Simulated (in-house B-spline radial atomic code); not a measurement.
Values are calculated unless marked as measured or tabulated.
## Softness against transferability: the 3s channel of Sc

Sc, [Ar] 3d1 4s2, non-relativistic LDA (VWN5), spherical and spin-unpolarised, from an all-electron radial atomic-structure program (B-spline basis) (atomic units). The all-electron 3s level is ε = -1.988380 hartree, its outermost node lies just inside 0.44 bohr and its outer maximum at 0.93 bohr.

Troullier-Martins pseudo-orbitals are made for several radii. The cutoffs (hartree) are the plane-wave energies beyond which the orbital holds less than the named kinetic energy per electron. The phase error is the difference, pseudo minus all-electron, of arctan(R P'/P) at R = 1.6 bohr for all radii, half a hartree below and above the level.

| r_c (bohr) | V_l(0) (hartree) | cutoff for 10 mEh | for 1 mEh | for 0.1 mEh | phase error at ε − 0.5 (mrad) | at ε + 0.5 (mrad) |
| --- | --- | --- | --- | --- | --- | --- |
| 0.7 | -26.44 | 77.4 | 226 | > 450 | -5.5 | -1.4 |
| 0.81 | -2.40 | 48.8 | 110 | 195 | -2.9 | -0.7 |
| 0.93 | 5.28 | 24.5 | 58.8 | 105 | -2.2 | -0.5 |
| 1.05 | 4.34 | 23.9 | 56.6 | 101 | -2.5 | -0.6 |
| 1.17 | 1.96 | 21 | 49.6 | 86.6 | -4.1 | -0.9 |
| 1.3 | -0.07 | 17.8 | 41.6 | 70.1 | -8.0 | -1.8 |

**Question.** Which radius needs the lowest cutoff for 1 mEh while both phase errors stay within 4.2 mrad?

**Answer.** The radii within that limit are 0.81, 0.93, 1.05, 1.17 bohr; of these r_c = 1.17 needs the least, 49.6 hartree, that is 99.2 Ry or 1350 eV.

**Question.** What does the larger radius buy, and what does it cost?

**Answer.** From r_c = 0.7 to 1.3 bohr the cutoff for 1 mEh goes from 226 to 41.6 hartree, a factor of 5.43, against 3.45 for a pure 1/r_c² scaling, end to end; step by step it is 226, 110, 58.8, 56.6, 49.6, 41.6, and for 0.1 mEh > 450, 195, 105, 101, 86.6, 70.1; the number of plane waves goes as the cutoff to the power 3/2, here a factor of 12.7. The larger of the two phase errors is least at r_c = 0.93 bohr, 2.2 mrad; it is 5.5 at the smallest radius and 8.0 at the largest. These errors test the reference atom alone. The smallest radius lies well inside the outer maximum, where the nodeless form must bend sharply to keep the norm, so it is both harder and scatters less well than the next. Large radii also let the cores of neighbours overlap, which an atom doesn't show.
